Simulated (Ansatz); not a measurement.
Start from `OB(S)S` and change one atom or group to get `[SiH3]OB(S)S`.

Ansatz, PBE0-D4/def2-TZVP geometries, multiplicity 1. Each molecule was computed in one conformer, which needn't be the lowest.

```
                                          property  `OB(S)S`
                 LUMO energy (PBE/def2-TZVPP) / eV     -1.01
                HOMO energy (PBE0/def2-TZVPP) / eV     -7.44
  size of the dipole moment (B3LYP/def2-TZVPP) / D      0.89
               HOMO energy (B3LYP/def2-TZVPP) / eV     -7.18
             HOMO–LUMO gap (B3LYP/def2-TZVPP) / eV      6.78
size of the dipole moment (ωB97M-V/def2-TZVPP) / D      0.92
```

Q: What does the change do to each property? (Best estimate.)

A: Ansatz gave: 
| property | `[SiH3]OB(S)S` | shift |
| --- | --- | --- |
| LUMO energy (PBE/def2-TZVPP) / eV | -1.13 | -0.12 |
| HOMO energy (PBE0/def2-TZVPP) / eV | -7.42 | 0.02 |
| size of the dipole moment (B3LYP/def2-TZVPP) / D | 0.92 | 0.03 |
| HOMO energy (B3LYP/def2-TZVPP) / eV | -7.16 | 0.02 |
| HOMO–LUMO gap (B3LYP/def2-TZVPP) / eV | 6.68 | -0.10 |
| size of the dipole moment (ωB97M-V/def2-TZVPP) / D | 0.92 | 0.00 |

Dipoles are sizes alone; their direction can turn.

B3LYP here is the variant with VWN-RPA as its local correlation; programs differ in this.
